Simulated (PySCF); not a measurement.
Correlation energy of Si(2+) (silicon, charge +2)

[Ne] 3s2, closed-shell 1S. Calculation: PySCF 2.14, in x2c-TZVPPall with one added diffuse shell each of s, p, d type (6s6p4d1f, 51 functions); the spin-free X2C one-electron Hamiltonian (Gaussian nucleus). Frozen: 1s2; 10 electrons correlated.

```csv
level,correlation energy (mhartree)
CCSD,-198.58
(T),-2.01
CCSD(T),-200.59
```

Diagnostics: T1 = 0.0047, D1 = 0.0131, largest double amplitude 0.107.

Cost of the coupled-cluster step: of the order of 0.6 core-seconds, for 10 correlated electrons.

Iterations:

```
CC2 = 0
CCSD nocc = 5, nmo = 50
frozen orbitals [0]
max_cycle = 100
direct = 0
conv_tol = 1e-08
conv_tol_normt = 1e-06
diis_space = 8
diis_start_cycle = 0
Init t2, MP2 energy = -288.778841966622  E_corr(MP2) -0.186337828565237
Init E_corr(CCSD) = -0.186337828565402
cycle = 1  E_corr(CCSD) = -0.193945946155763  dE = -0.00760811759  norm(t1,t2) = 0.0399987
cycle = 2  E_corr(CCSD) = -0.196862714539464  dE = -0.00291676838  norm(t1,t2) = 0.0168456
cycle = 3  E_corr(CCSD) = -0.198592088178039  dE = -0.00172937364  norm(t1,t2) = 0.00761888
cycle = 4  E_corr(CCSD) = -0.198587747604957  dE = 4.34057308e-06  norm(t1,t2) = 0.000435731
cycle = 5  E_corr(CCSD) = -0.198576850677171  dE = 1.08969278e-05  norm(t1,t2) = 4.91083e-05
cycle = 6  E_corr(CCSD) = -0.198578257896617  dE = -1.40721945e-06  norm(t1,t2) = 6.9893e-06
cycle = 7  E_corr(CCSD) = -0.198578071748457  dE = 1.86148159e-07  norm(t1,t2) = 8.97729e-07
cycle = 8  E_corr(CCSD) = -0.198578043156317  dE = 2.85921402e-08  norm(t1,t2) = 1.69671e-07
cycle = 9  E_corr(CCSD) = -0.198578044758207  dE = -1.60188934e-09  norm(t1,t2) = 2.10374e-08
CCSD converged
E(CCSD) = -288.7910821828147  E_corr = -0.1985780447582065
CCSD(T) correction = -0.00201341571126071
```

This basis was not built for core-valence correlation, so the inner-shell part is incomplete.
